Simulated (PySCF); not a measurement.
**Spinor energies of Sm⁴⁹⁺ (samarium, charge +49)**

Start: [Ne] 3s2 3p1; 3p1/2 filled at m_j = +1/2. Calculated with PySCF 2.14 in an even-tempered Gaussian basis (18 s from 13 bohr⁻², ratio 2.4; 14 p from 16 bohr⁻², ratio 2.4; 4 d from 55 bohr⁻², ratio 2.6; 4 f from 83 bohr⁻², ratio 2.6): generalised Hartree-Fock with the X2C-1e Hamiltonian and a Gaussian nucleus; one run each with spin-orbit coupling (SO) switched off, then screened by Boettger's factors.

```csv
spinor shell,electrons,"ε, spin-free (eV)","ε, screened SO (eV)",weight of nominal j (screened SO),"rms radius, screened SO (bohr)"
1s1/2,2,-50565.2,-50554.1,1.000,0.0259
2s1/2,2,-11107.9,-11103.3,1.000,0.103
2p1/2,2,-10283.7,-10722.2,1.000,0.0882
2p3/2,4,-10283.7,-10090.5,1.000,0.0940
3s1/2,2,-4456.0,-4454.3,1.000,0.247
3p1/2,1,-4229.9,-4342.1,1.000,0.234
```

```
   quantity    spin-free  screened SO
E (hartree)  -7994.52222  -8003.44244
        M_J          1/2          1/2
       ⟨J²⟩        1.096        0.751
       ⟨L²⟩        2.002        2.014
       ⟨S²⟩        0.751        0.763
```

Each row is a mean over spinors that exchange with the open shell spreads, by up to 16.315 eV (2p1/2).

Breit and QED terms are absent; they matter most for the inner s and p1/2 levels.

Densities and radii are taken from the X2C orbitals without a picture-change correction, which distorts them close to the nucleus.

Without spin-orbit coupling the j labels of p, d and f shells carry no meaning; the spin-free column gives the mean over the occupied spinors of each nl shell, and its ⟨J²⟩ belongs to a mixture of degenerate components.
